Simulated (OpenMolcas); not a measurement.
W⁺.

```yaml
Program: OpenMolcas 26.06
Basis: ANO-RCC-VTZP [8s7p5d3f2g1h]
Scalar_Hamiltonian: DKH2, point nucleus
Active_space: 5 electrons in 9 orbitals (RAS2 5d 6s; RAS3 6p, at most 2 electrons)
State_averaging: 2S+1 = 6 even, 6 roots; 2S+1 = 4 even, 84 roots kept (CI in the orbitals of an earlier block); 2S+1 = 2 even, 90 roots kept (CI in the orbitals of an earlier block); 2S+1 = 6 odd, 44 roots (31 in the spin-orbit step); 2S+1 = 4 odd, 69 roots kept (CI in the orbitals of an earlier block, 8 in the spin-orbit step); 2S+1 = 2 odd, 25 roots kept (CI in the orbitals of an earlier block, 1 in the spin-orbit step)
Spin-orbit_coupling: RASSI with atomic mean-field integrals over the reference wave functions, term energies averaged over their components
```

Two sets of levels on these reference wave functions, in cm-1 above 5d4 6s 6D 1/2: one from RASSCF and one from MS-RASPT2, IPEA 0.25 Eh, imaginary shift 0.1 Eh (closed shells correlated: 5s 5p).

```
                  Level  Set 1  Set 2
          5d4 6s 6D 1/2    0.0    0.0
          5d4 6s 6D 3/2   1370   1604
          5d4 6s 6D 5/2   2990   3360
          5d4 6s 6D 7/2   4610   4960
          5d4 6s 6D 9/2   6180   6410
             5d5 6S 5/2   8230   8110
5d4 6s 4P 1/2(1) [67 %]  11510   9640
  5d3 6s2 4F 3/2 [50 %]  12800  10610
         5d3 6s2 4F 5/2  14810  12620
       5d4 6s 4D 1/2(1)  16260  14590
         5d3 6s2 4F 7/2  16610  14530
5d4 6s 4P 5/2(1) [58 %]  16720  14820
       5d4 6s 4D 3/2(1)  17990  16290
  5d3 6s2 4F 9/2 [59 %]  18060  16110
   5d4 6s 4G 5/2 [62 %]  20290  18280
  5d4 6s 4H 11/2 [57 %]  20950  19410
```

**Question.** Which set is which?

**Answer.** Set 2 is MS-RASPT2. Its levels of the other terms of 5d4 6s lie at 0.84 to 0.93 of the other set's values, as expected, since terms of lower spin or lower L gain more correlation energy than the Hund ground term.

CASPT2 does not keep the components of a term degenerate, so their means are used; among the terms shown or strongly mixed into the levels shown the widest spread is 170 cm-1 (5d3 6s2 4F, MS-RASPT2). Some high roots are left out of the spin-orbit mixing, which shifts the levels that they would mix with. Terms from blocks run as CI alone lack orbitals of their own. Configurations are named by rounded mean occupations; where the s occupation lies near a half they are strongly mixed, a name can repeat and a true partner stay unpaired. A single d shell beside an s shell can misplace configurations of different d count against each other. Without dynamic correlation excited terms often stand tens of per cent too high (terms of higher spin than the ground term too low), and those without a measured partner can miss by more than the paired ones (holds for RASSCF). Blocks of more than 70 roots (2S+1 = 4 even, 2 even) ran without multistate coupling (holds for MS-RASPT2). Only configurations of the active space appear. Levels that lie high or do not pair safely by name in every column are left out.

A share in square brackets marks a mixed level and gives the weight of the term that names it, the lowest over the columns. A number in round brackets counts repeated terms of one configuration in the order of the reference energies.
